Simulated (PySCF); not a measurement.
One of the candidates below gave these computed data.

All candidates are C7H10.

* 13C NMR: chemical shifts (computed TMS as zero) by class: 151.2 (2 C), 135.2 (2 C), 51.1 (1 C), 19.6 (2 C) ppm [GIAO PBE0/pcSseg-1]
* Triplet: lowest triplet excitation (Tamm–Dancoff): 2.89 eV [TDA PBE0/def2-SVPD]
* UV, first state: lowest singlet excitation: 4.73 eV (262 nm, f = 0.145) [TDDFT PBE0/def2-SVPD]
* Polarisability: 81.3 au [PBE0/def2-SVPD]
* Rotational structure: rotational constants A, B, C: 6.447, 1.895, 1.505 GHz [GFN2-xTB]
* 1H NMR: chemical shifts (computed TMS as zero) by class: 6.22 (2 H), 2.64 (2 H), 2.17 (6 H) ppm [GIAO PBE0/pcSseg-1]

The electronic properties come from PySCF, for the isolated species, density fitting. Levels stand in brackets. Isolated species at its GFN2-xTB geometry, gas phase. NMR values are class means; diastereotopic atoms form classes of their own.

Question: Which candidate is it?
A. `C=CC(=C)/C=C\C`
B. `C#C[C@@H](C)C(=C)C`
C. `C=C[C@@H]1CC=C1C`
D. `C=CC(=C)/C=C/C`
E. `CC1=CC=C(C)C1`

Answer: E. It is `CC1=CC=C(C)C1`. Numbering: `[CH3:1][C:2]1=[CH:3][CH:4]=[C:5]([CH3:6])[CH2:7]1`. Its formula, C7H10, gives 3 degrees of unsaturation: 1 ring and 2 π bonds in the structure found. 7 carbons fall into 4 classes; from least to most shielded: fully substituted alkene carbon [C2/C5] (151.2 ppm, 2 C), alkene CH carbon [C3/C4] (135.2 ppm, 2 C), allylic carbon [C7] (51.1 ppm), allylic carbon [C1/C6] (19.6 ppm, 2 C). Hydrogen classes from least to most shielded: 2 H on 2 alkene CH carbons, C3/C4 (6.22 ppm), 2 H on an allylic carbon, C7 (2.64 ppm), 6 H on 2 allylic carbons, C1/C6 (2.17 ppm). The optimised geometry has point group C2v and is an asymmetric top.

The others, at the same levels:
- `C#C[C@@H](C)C(=C)C` fails: it has 7 carbon classes against 4; its computed 13C shifts are 157.3 (1 C), 119.4 (1 C), 93.0 (1 C), 76.3 (1 C), 34.5 (1 C), 26.6 (1 C), 26.0 (1 C) ppm, 1H shifts are 5.74 (1 H), 5.41 (1 H), 2.77 (1 H), 1.92 (3 H), 1.61 (1 H), 1.32 (3 H) ppm and lowest singlet excitation is 6.60 eV (188 nm, f = 0.016) (against 4.73 eV).
- `C=C[C@@H]1CC=C1C` fails: it has 7 carbon classes against 4; its computed 13C shifts are 159.5 (1 C), 151.5 (1 C), 136.1 (1 C), 121.4 (1 C), 53.0 (1 C), 36.0 (1 C), 18.1 (1 C) ppm, 1H shifts are 6.07 (1 H), 5.95 (1 H), 5.47 (1 H), 5.31 (1 H), 3.08 (1 H), 2.74 (1 H), 2.05 (1 H), 1.81 (3 H) ppm and rotational constant A is 4.060 GHz (against 6.447 GHz).
- `C=CC(=C)/C=C\C` fails: it has 7 carbon classes against 4; its computed 13C shifts are 153.0 (1 C), 145.3 (1 C), 139.5 (1 C), 134.0 (1 C), 124.9 (1 C), 124.4 (1 C), 20.1 (1 C) ppm, 1H shifts are 6.69 (1 H), 6.45 (1 H), 6.07 (1 H), 5.62 (1 H), 5.55 (1 H), 5.50 (1 H), 5.32 (1 H), 1.69 (3 H) ppm and rotational constant A is 3.278 GHz (against 6.447 GHz).
- `C=CC(=C)/C=C/C` fails: it has 7 carbon classes against 4; its computed 13C shifts are 152.7 (1 C), 145.4 (1 C), 140.0 (1 C), 137.5 (1 C), 126.2 (1 C), 119.9 (1 C), 22.6 (1 C) ppm, 1H shifts are 6.72 (1 H), 6.44 (1 H), 6.40 (1 H), 5.80 (1 H), 5.61 (1 H), 5.21 (1 H), 5.16 (1 H), 1.97 (3 H) ppm and rotational constant A is 3.988 GHz (against 6.447 GHz).

Each candidate is one conformer, not necessarily the lowest. Dipoles, sizes and rotational constants follow the conformer. The torsions of the flexible species, by atom-mapped SMILES:
- `[CH:1]#[C:2][C@@H:3]([CH3:4])[C:5](=[CH2:6])[CH3:7]`: C2–C3–C5–C6 -37°
- `[CH2:1]=[CH:2][C@@H:3]1[CH2:4][CH:5]=[C:6]1[CH3:7]`: C1–C2–C3–C4 -132°
- `[CH2:1]=[CH:2][C:3](=[CH2:4])/[CH:5]=[CH:6]\[CH3:7]`: C1–C2–C3–C4 168°, C2–C3–C5–C6 -63°
- `[CH2:1]=[CH:2][C:3](=[CH2:4])/[CH:5]=[CH:6]/[CH3:7]`: C1–C2–C3–C4 -148°, C2–C3–C5–C6 27°
